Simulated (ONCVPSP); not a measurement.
**What one change does to a pseudopotential (Ge (Z = 32), ONCV)**

ONCVPSP 4.0.1 input, shortened (lines: element, Z, core and valence counts, functional; n l f; lmax; l rc ep ncon nbas qcut; lloc lpopt rc5 dvloc0; l nproj debl; icmod fcfact rcfact), PBEsol, scalar-relativistic:

```
  Ge 32.00    6    2  -116133      upf
    1    0    2.00
    2    0    2.00
    2    1    6.00
    3    0    2.00
    3    1    6.00
    3    2   10.00
    4    0    2.00
    4    1    1.50
    1
    0    1.60    0.00    4    8    3.20
    1    2.25    0.00    4    7    3.30
    4    1    1.35    3.00
    0    1    1.10
    1    2    3.90
    3    4.75    1.60
```

All-electron outer shells of the reference configuration (PBEsol, scalar-relativistic, ld1.x):

| shell | level (eV) | outermost node (bohr) | outermost maximum (bohr) |
| --- | --- | --- | --- |
| 3p | -119.67 | 0.23 | 0.54 |
| 3d | -33.55 | – | 0.50 |
| 4s | -15.62 | 0.77 | 1.73 |
| 4p | -7.39 | 0.82 | 2.14 |

Change: core correction Teter function, fcfact 3.3, rcfact 1.6.

Cutoffs: the cutoffs (Ha) at which the residual kinetic energy of the hardest occupied pseudo-wave falls to 1 and 0.1 mHa per electron; they do not see the model core or the augmentation charge, which bear on the density cutoff. Errors are all-electron minus pseudo energies relative to the spin-unpolarised reference configuration.

Task: What does the change do?

Result: The potential gets neither clearly harder nor softer (30 Ha and 63 Ha → 30 Ha and 63 Ha); of the 4 tests that both files solve, the error grows in 0 and shrinks in 4 by more than 15 % and 0.3 meV (median size 90.3 → 69.2 meV); neither file shows a bound ghost. A model core, the more so a compact one, raises the density cutoff, which this test does not measure.

| quantity | base | changed |
| --- | --- | --- |
| cutoff, loose | 30 Ha | 30 Ha |
| cutoff, tight | 63 Ha | 63 Ha |
| bound ghosts | none | none |
| GHOST(+) flags under 300 eV | none | none |
| error for 4s2 4p2, meV [ΔE -2.80 eV] | -3.5 | -2.3 |
| error for 4s2 4p1, meV [ΔE 4.65 eV] | -10 | -7.7 |
| error for 4s2 4p0, meV [ΔE 20.10 eV] | -170 | -131 |
| error for 4s1 4p0, meV [ΔE 54.89 eV] | -751 | -596 |
| s: phases at 1.62 bohr within 0.05 rad from the reference energy up to (Ha; the scan ends near 5) | 0.9 | 0.9 |
| p: phases at 2.28 bohr within 0.05 rad from the reference energy up to (Ha; the scan ends near 5) | to the end of the scan | to the end of the scan |
| rms error of d²Exc/dni dnj with the model core, mHa | 4.90 | 2.98 |
